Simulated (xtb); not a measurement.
BrCl, charge -1, doublet, at the geometry of the source list (a state made from the parent by changing its charge; the spin is typed, not shown lowest); GFN1-xTB (xtb).

Here is a job for xtb.
```
$ xtb mol.xyz --gfn 1 --chrg -1 --uhf 1 --json

# file mol.xyz
2

Cl     1.06790000     0.00000000     0.00000000
Br    -1.06790000     0.00000000     0.00000000
```

The log (banner, timings and long lists left out):

```
   ID    Z sym.   atoms
    1   17 Cl     1
    2   35 Br     2

           -------------------------------------------------
          |                Calculation Setup                |
           -------------------------------------------------

           -------------------------------------------------
          |                 G F N 1 - x T B                 |
           -------------------------------------------------

          ...................................................
          :                      SETUP                      :
          :.................................................:
          :  # basis functions                  20          :
          :  # atomic orbitals                  18          :
          :  # shells                            6          :
          :  # electrons                        15          :
          :  # halogen bonds                     0          :
          :  max. iterations                   250          :
          :  Hamiltonian                  GFN1-xTB          :
          :  restarted?                      false          :
          :  GBSA solvation                  false          :
          :  PC potential                    false          :
          :  electronic temp.          300.0000000     K    :
          :  accuracy                    1.0000000          :
          :  -> integral cutoff          0.2500000E+02      :
          :  -> integral neglect         0.1000000E-07      :
          :  -> SCF convergence          0.1000000E-05 Eh   :
          :  -> wf. convergence          0.2000000E-04 e    :
          :  Broyden damping             0.4000000          :
          :  net charge                         -1          :
          :  unpaired electrons                  1          :
          ...................................................

 iter      E             dE          RMSdq      gap      omega  full diag
   1     -8.0371681 -0.803717E+01  0.990E+00    2.54       0.0  T
   2     -8.2833079 -0.246140E+00  0.247E+00    6.15       1.0  T
   3     -8.2899419 -0.663400E-02  0.148E+00    6.40       1.0  T
   4     -8.2898692  0.727393E-04  0.349E-01    6.46       1.0  T
   5     -8.2901700 -0.300860E-03  0.198E-02    6.43       3.6  T
   6     -8.2901712 -0.114644E-05  0.713E-03    6.42       9.9  T
   7     -8.2901712 -0.226503E-08  0.220E-05    6.42    3220.3  T
   8     -8.2901712  0.355271E-14  0.344E-06    6.42   20534.8  T

   *** convergence criteria satisfied after 8 iterations ***

         :::::::::::::::::::::::::::::::::::::::::::::::::::::
         ::                     SUMMARY                     ::
         :::::::::::::::::::::::::::::::::::::::::::::::::::::
         :: total energy              -8.285702026397 Eh    ::
         :: gradient norm              0.214156374616 Eh/a0 ::
         :: HOMO-LUMO gap              6.424897567025 eV    ::
         ::.................................................::
         :: SCC energy                -8.290171187103 Eh    ::
         :: -> electrostatic           0.136093630478 Eh    ::
         :: repulsion energy           0.004861080107 Eh    ::
         :: dispersion energy         -0.000391919401 Eh    ::
         :: halogen bond corr.         0.000000000000 Eh    ::
         :: add. restraining           0.000000000000 Eh    ::
         :: total charge              -1.000000000000 e     ::
         :::::::::::::::::::::::::::::::::::::::::::::::::::::

           -------------------------------------------------
          |                Property Printout                |
           -------------------------------------------------

    * Orbital Energies and Occupations

         #    Occupation            Energy/Eh            Energy/eV
      -------------------------------------------------------------
         1        2.0000           -0.6167029             -16.7813
         2        2.0000           -0.3929887             -10.6938
         3        2.0000           -0.2663446              -7.2476
         4        2.0000           -0.2578320              -7.0160
         5        2.0000           -0.2578320              -7.0160
         6        2.0000           -0.1211298              -3.2961
         7        2.0000           -0.1211298              -3.2961
         8        1.0000           -0.0182110              -0.4955 (HOMO)
         9                          0.2178997               5.9294 (LUMO)
        10                          0.2178997               5.9294
        11                          0.2248273               6.1179
        12                          0.2248273               6.1179
        13                          0.2507815               6.8241
        14                          0.2507815               6.8241
        15                          0.2664860               7.2515
        16                          0.3142758               8.5519
        17                          0.3142758               8.5519
        18                          0.5631557              15.3242
      -------------------------------------------------------------
                  HL-Gap            0.2361106 Eh            6.4249 eV
             Fermi-level            0.0150870 Eh            0.4105 eV

  Mulliken/CM5 charges         n(s)   n(p)   n(d)
     1Cl   -0.71029 -0.72454   1.976  5.630  0.104
     2Br   -0.28971 -0.27546   1.970  5.135  0.185

Wiberg/Mayer (AO) data.
largest (>0.10) Wiberg bond orders for each atom

 ---------------------------------------------------------------------------
     #   Z sym  total        # sym  WBO       # sym  WBO       # sym  WBO
 ---------------------------------------------------------------------------
     1  17 Cl   0.764 --     2 Br   0.764
     2  35 Br   0.764 --     1 Cl   0.764
 ---------------------------------------------------------------------------

Topologies differ in total number of bonds
Writing topology from bond orders to xtbtopo.mol

 dipole moment from electron density (au)
     X       Y       Z
  -0.3897   0.0000  -0.0000  total (Debye):    0.990

           -------------------------------------------------
          | TOTAL ENERGY               -8.285702026397 Eh   |
          | GRADIENT NORM               0.214156374616 Eh/α |
          | HOMO-LUMO GAP               6.424897567025 eV   |
           -------------------------------------------------

normal termination of xtb
```
